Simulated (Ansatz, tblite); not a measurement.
Cost and result up the ladder for C6H12N2O (relaxed from a model of 1-ethyl-3-methylimidazolium hydroxide, whose bonding it doesn't keep) (21 atoms). Charge 0, multiplicity 1. Geometry: PBE0-D4/def2-SVP.

```xyz
21

C    -0.5565   -2.5350    0.3251
C     0.5012   -1.6950    1.0307
N     0.7636   -0.4110    0.4245
C     1.3152   -0.2938   -0.8572
C     0.9115    0.8644   -1.4059
N     0.0883    1.5390   -0.4957
C    -0.9597    2.4207   -0.9237
C    -0.2012    0.6492    0.6056
H    -0.6942   -3.4995    0.8371
H    -0.2670   -2.7381   -0.7174
H    -1.5324   -2.0255    0.3072
H     0.2106   -1.5041    2.0761
H     1.4531   -2.2500    1.0772
H     2.0597   -1.0024   -1.2155
H     1.2420    1.3427   -2.3259
H    -1.3274    2.9934   -0.0598
H    -1.8199    1.8855   -1.3786
H    -0.5713    3.1376   -1.6619
H    -1.2552    0.2780    0.5639
O    -0.1331    1.2572    1.8551
H     0.7727    1.5867    1.9394
```

Ansatz on 4 threads of Intel Xeon Platinum 8259CL on a shared host; xTB runs through tblite on one thread. Times are rough, summed over both states, and most runs start from the orbitals of an earlier one. PBE0-D4/def2-TZVP serves as the yardstick here, not as an exact answer. The other state is a doublet.

The xTB rows come from tblite. HSE06 is defined as in plane-wave codes, on full-range PBE exchange.

Raw xTB energies of ions are shifted by several eV.

| level | functions | wall time | vertical IE (eV) | difference from PBE0-D4/def2-TZVP (eV) |
| --- | --- | --- | --- | --- |
| GFN2-xTB | 48 | 0.03 s | 11.70 | 5.02 |
| GFN1-xTB | 60 | 0.041 s | 12.46 | 5.77 |
| PBE-D4/def2-TZVP (with forces) | 351 | 16 s | 6.58 | -0.10 |
| PBE0-D4/def2-TZVP | 351 | 30 s | 6.68 | 0.00 |
| HSE06-D4/def2-TZVP | 351 | 30 s | 6.67 | -0.01 |
